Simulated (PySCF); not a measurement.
Se(I)(SH) (HISSe), SMILES S[Se]I. Coordinates come from a PBE0-D3(BJ)/def2-SVP optimisation. The def2 effective core potentials stand for the cores of I; spin–orbit coupling is left out. One conformer was computed; it need not be the lowest.

Computed equilibrium geometry at PBE0-D3(BJ)/def2-SVP (PySCF confirms it by a frequency run) as a Z-matrix (one conformer of several):
```
Se
S 1 2.1750
H 2 1.3561 1 98.18
I 1 2.5568 2 104.91 3 87.09
```
